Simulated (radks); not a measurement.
Spherical quantum dot in the effective-mass picture: electrons in a parabolic well V = omega^2 r^2 / 2 with omega = 0.082, all in effective atomic units (hartree* = m*/eps^2 hartree, bohr* = eps/m* bohr), one dielectric constant everywhere. Method: non-relativistic Kohn-Sham, LDA (Slater exchange, Perdew-Wang correlation), spin-polarised, spherical densities; computed with a radial shooting solver with Libxc functionals. Levels are named by radial order and angular momentum (1s, 1p, 1d, 2s, ...), and open shells are averaged over m. Results are scaled to m* = 0.048 and eps = 13.5, for which hartree* = 7.167 meV and bohr* = 14.88 nm.

N = 13, configuration 1s2 1p6 1d(up 5, down 0). This is the lowest configuration that the search found (a dilute case). Occupied and some empty levels:

level    occupation  eigenvalue (meV)  <r> (nm)
1s up             1            10.353     120.8
1s down           1            10.433     114.2
1p up             3            10.492     137.1
1p down           3            10.590     135.6
1d up             5            10.685     148.6
1d down           0            10.787     149.0
2s up             0            10.837     113.1
2s down           0            10.880     116.3
1f up             0            10.921     157.8
1f down           0            11.022     159.1
2p up             0            11.125     131.2
2p down           0            11.179     131.1

Energy (meV): total 81.6805, kinetic 4.1273, external 28.932, Hartree 58.860, exchange-correlation -10.239.
